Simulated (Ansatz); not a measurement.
Basis-set extrapolation for C$_{2}$H$_{6}$ClNSi, SMILES `C/C(Cl)=N\[SiH3]` (PBE0-D4/def2-TZVP geometry, frozen core, Ansatz). Multiplicity 1, RHF reference.

|  | def2-TZVPP | def2-QZVPP |
| --- | --- | --- |
| HF | -882.192843 | -882.220975 |
| MP2 correlation | -0.847166 | -0.911138 |
| CCSD(T) correlation | -0.937577 | not run |

Energies in hartree. Use E(X) = E(∞) + A·exp(−7.88·√X) for Hartree–Fock and E(X) = E(∞) + B·X^(−2.97) for correlation, with X = 3 and 4, and add CCSD(T) minus MP2 of the smaller set to the MP2 limit.

Task: What is the CCSD(T) energy at the basis-set limit?

Result: HF limit: -882.220975 + (-0.028132) × 0.13774 = -882.22485. MP2 limit: -0.911138 + (-0.063972) × 0.74074 = -0.95852. Higher-order term: -0.937577 − (-0.847166) = -0.09041. Total: -883.27378 hartree, 376.4 kJ/mol below CCSD(T)/def2-TZVPP.
